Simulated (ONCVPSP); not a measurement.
**Reading a pseudo-wave (gadolinium (Gd))**

Columns: radius, all-electron u(r) and pseudo u(r) of the 4f shell (level -9.36 eV) of gadolinium in the configuration [Kr] 4d10 4f7 5s2 5p6 5d1 6s1.5 6p0.5; PBE, scalar-relativistic, ONCV scheme, ONCVPSP 4.0.1.

```tsv
r (bohr)	all-electron	pseudo
0.175	0.2973	0.0201
0.350	0.8612	0.2397
0.525	1.0784	0.7504
0.700	1.0390	1.2019
0.875	0.9077	1.2266
1.050	0.7630	0.9354
1.225	0.6316	0.6601
1.400	0.5192	0.5191
1.575	0.4257	0.4255
1.750	0.3489	0.3488
1.925	0.2863	0.2862
2.100	0.2355	0.2354
2.275	0.1942	0.1942
2.450	0.1607	0.1607
2.625	0.1334	0.1334
2.800	0.1112	0.1111
2.975	0.0929	0.0929
3.150	0.0779	0.0779
3.325	0.0656	0.0655
3.500	0.0553	0.0553
3.675	0.0468	0.0467
3.850	0.0396	0.0396
4.025	0.0336	0.0336
4.200	0.0286	0.0285
4.375	0.0243	0.0243
4.550	0.0207	0.0207
```

(1) How many radial nodes do the two functions have?

(2) At about which radius was the pseudo-wave matched?

(3) Where does each function peak?

(4) Is the pseudo-wave norm-conserving?

Answers

(1) The all-electron 4f function has n − l − 1 = 0; the pseudo-wave has 0.

(2) 1.45 bohr, where the columns begin to agree (steps of 0.17 bohr).

(3) Outermost all-electron maximum near 0.53 bohr, pseudo maximum near 0.88 bohr (to the table’s step).

(4) Yes: the ONCV scheme keeps the norm inside the radius equal to the all-electron one, which fixes the energy derivative of the logarithmic derivative at the level.
